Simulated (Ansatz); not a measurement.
Gas-phase reaction R1 + R2 → P1, each structure at its B3LYP-D3(BJ)/def2-TZVP stationary point, reached from a drawn start (curvature not checked).
R1: OH (SMILES [OH]), charge 0, multiplicity 2.
R2: S atom, charge 0, multiplicity 3.
P1, HOS (SMILES [O]S) (charge 0, multiplicity 2):
```
atom    x (Å)    y (Å)    z (Å)
----  -------  -------  -------
S     -0.4269  -0.1281  -0.3859
O     -0.4221  -0.1267   1.1196
H      0.8490   0.2547  -0.7338
```

P less R. No zero-point or thermal terms; open shells are unrestricted; no spin–orbit coupling.

Correlated levels freeze the cores.

The values were computed with Ansatz (a first-principles code) with Gaussian orbitals. No computed number here is a measurement.

| level | reaction energy (kcal/mol) |
|---|---|
| HF/aug-cc-pV(T+d)Z | -30.57 |
| BLYP/def2-TZVPPD | -85.50 |
| BHLYP/def2-TZVPPD | -69.13 |
| CAM-B3LYP/def2-TZVPPD | -80.03 |
| MP2/aug-cc-pV(D+d)Z | -67.98 |
| MP2/aug-cc-pV(T+d)Z | -78.64 |
| MP2/aug-cc-pV(Q+d)Z | ? |
| CCSD(T)/aug-cc-pV(D+d)Z | ? |
| CCSD(T)/aug-cc-pV(T+d)Z | ? |

### Question
Complete the blanks.

### Answer

- MP2/aug-cc-pV(Q+d)Z, reaction energy (kcal/mol): -81.45
- CCSD(T)/aug-cc-pV(D+d)Z, reaction energy (kcal/mol): -66.01
- CCSD(T)/aug-cc-pV(T+d)Z, reaction energy (kcal/mol): -75.86
